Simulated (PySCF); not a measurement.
Does the structure fit the spectrum?

A compound C₅H₆Cl₂O gives the data below (simulated from a calculation) and was assigned the structure `C=CO/C=C/C(Cl)Cl`.

¹³C{¹H} NMR (computed): δ 173.2 (C), 149.5 (CH), 141.1 (C), 32.0 (CH2), 12.2 (CH3).

¹H NMR (400 MHz, computed): δ 6.69 (s, 1H), 2.70 (q, 2H), 1.12 (t, 3H).

Method: PBE0/pcSseg-1 with gauge-including orbitals, GFN2-xTB structure, in PySCF 2.14.0 with density-fitted response routines (gas phase, rapidly exchanging positions averaged, no relativistic terms, single conformer).

Referencing at the same level of theory: ¹H and ¹³C vs TMS.

(1) Compare with the shifts computed for the proposed structure, pairing carbons in order of shift.

(2) Which isomer fits?

Answers

(1) Mapped SMILES: `[CH2:1]=[CH:2][O:3]/[CH:4]=[CH:5]/[CH:6]([Cl:7])[Cl:8]`. Hydrogens are named by the atom that carries them.

```
atom  computed for proposal  given list  difference
  C2                  157.1       173.2       -16.1
  C4                  152.8       149.5        +3.3
  C5                  118.7       141.1       -22.4
  C1                  100.3        32.0       +68.3
  C6                   84.7        12.2       +72.5
```

The rms difference is 46.2 ppm and the largest +72.5 ppm at C6 (allylic sp3 CH bonded to 2 Cl). The carbon types in order of shift don't match either: CH, CH, CH, CH2, CH for the proposal against C, CH, C, CH2, CH3 in the data. The proposal doesn't fit.

(2) `O=C(/C(CC)=C\Cl)Cl`.

Carbon types of the structure: 2 × C, 1 × CH, 1 × CH2, 1 × CH3, which accounts for all hydrogens. δC 173.2: carbonyl carbon. δC 149.5: β carbon of a C=C–C=O unit; conjugation with the carbonyl draws π density from the β position. δC 141.1: α carbon of a C=C–C=O unit; the olefinic region. δC 32.0: allylic sp3 CH2; aliphatic region, no heteroatom directly attached.

Other isomers checked: ClC(Cl)[C@H]1C=CCO1 (rms 47.8 ppm).

This is the structure that produced the data.

Carbons that carry Cl, above all several Cl atoms, come out too deshielded, partly because spin–orbit coupling is missing. Shifts are as computed. Against solution values, carbons near 30 ppm lie about +3 ppm off and those near 130 ppm about +5 ppm; carbons on Cl a further +6 ppm. Of 1211 compounds with measured shifts, 218 miss one by over three times the rms of a fit or turn the order of signals round; such compounds aren't used in these exercises. Multiplicities follow the n + 1 count of equivalent neighbours, as no J values were calculated; m marks all less simple cases, F and P coupling included.
